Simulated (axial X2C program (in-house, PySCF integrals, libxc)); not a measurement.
**PmO: the levels of the configuration f4 s1**

Computed with an in-house all-electron X2C program for linear molecules (integrals from PySCF): two-component X2C with atomic mean-field Coulomb and Gaunt terms, basis Pm dyall-v3z, O dyall-av3z (cores contracted in-house). Orbitals come from Hartree–Fock averaged over the configuration Pm f4 s1; CI then distributes these electrons over the f, s shells of Pm.

R = 1.791 Å (near the minimum of the configuration average).

Lowest levels of this model:

| Ω | energy (cm⁻¹) | g∥ | μ (D) | configuration |
| --- | --- | --- | --- | --- |
| 1/2 | 0 | 0.57 | -3.79 | 100% f4 s1 |
| 3/2 | 15 | 1.42 | -3.78 | 100% f4 s1 |
| 5/2 | 52 | 2.45 | -3.79 | 100% f4 s1 |
| 7/2 | 403 | 5.36 | -3.78 | 100% f4 s1 |
| 3/2 | 613 | 2.37 | -3.79 | 100% f4 s1 |
| 1/2 | 629 | 0.72 | -3.78 | 100% f4 s1 |
| 5/2 | 660 | 3.93 | -3.79 | 100% f4 s1 |
| 7/2 | 1055 | 4.45 | -3.73 | 100% f4 s1 |
| 9/2 | 1101 | 8.52 | -3.77 | 100% f4 s1 |
| 3/2 | 1823 | 3.01 | -3.78 | 100% f4 s1 |
| 5/2 | 1834 | 5.19 | -3.79 | 100% f4 s1 |
| 1/2 | 1845 | 0.96 | -3.77 | 100% f4 s1 |
| 7/2 | 1962 | 7.00 | -3.78 | 100% f4 s1 |
| 1/2 | 2026 | 0.83 | -3.79 | 100% f4 s1 |
| 3/2 | 2037 | 2.37 | -3.78 | 100% f4 s1 |
| 5/2 | 2057 | 3.63 | -3.77 | 100% f4 s1 |
| 7/2 | 2256 | 4.90 | -3.75 | 100% f4 s1 |
| 9/2 | 2288 | 8.83 | -3.71 | 100% f4 s1 |
| 11/2 | 2293 | 12.21 | -3.77 | 100% f4 s1 |
| 9/2 | 2753 | 7.54 | -3.74 | 100% f4 s1 |
| 9/2 | 3494 | 9.82 | -3.74 | 100% f4 s1 |
| 11/2 | 3736 | 12.44 | -3.71 | 100% f4 s1 |
| 13/2 | 3779 | 15.76 | -3.76 | 100% f4 s1 |
| 11/2 | 4527 | 11.43 | -3.74 | 100% f4 s1 |
| 11/2 | 5087 | 13.06 | -3.74 | 100% f4 s1 |
| 13/2 | 5338 | 15.77 | -3.71 | 100% f4 s1 |
| 15/2 | 5515 | 19.11 | -3.74 | 100% f4 s1 |
| 13/2 | 6504 | 14.99 | -3.73 | 100% f4 s1 |
| 13/2 | 6705 | 16.33 | -3.76 | 100% f4 s1 |
| 15/2 | 7039 | 18.82 | -3.71 | 100% f4 s1 |

g∥ is the magnitude of 2⟨Lz + ge Sz⟩ for the +Ω component. μ is positive if the O end is positive.

From Ω and g∥ of the lowest level, whose 2⟨Lz + ge Sz⟩ is positive, find ⟨Sz⟩ and ⟨Lz⟩ (ge = 2.0023).

Ω = ⟨Lz⟩ + ⟨Sz⟩ = 1/2 and ⟨Lz⟩ + ge⟨Sz⟩ = 0.285, so ⟨Sz⟩ = -0.21 and ⟨Lz⟩ = 0.71.

Occupations of the active spinors in the lowest level by ω, shell by shell in order of energy: -7/2: 0.20; -5/2: 0.53 0.13; -3/2: 0.31 0.15; -1/2: 0.56 0.06 0.53; 1/2: 0.39 0.10 0.47; 3/2: 0.46 0.13; 5/2: 0.63 0.09; 7/2: 0.26. The leading determinant has weight 0.11 among 447.

This point took 2.6 s on 1 thread of Arm Neoverse V1, on a shared host.

Dynamic correlation is missing, so gaps between terms are too wide and other configurations may lie lower; the lowest level listed is that of this model, not necessarily the ground state. At most 4 roots were kept for each Ω > 0 (twice that for Ω = 0) within 2.2 eV of the lowest, so higher up levels can be missing between those listed; levels with Ω > 0 are doubly degenerate and listed once, Ω = 0 levels singly.
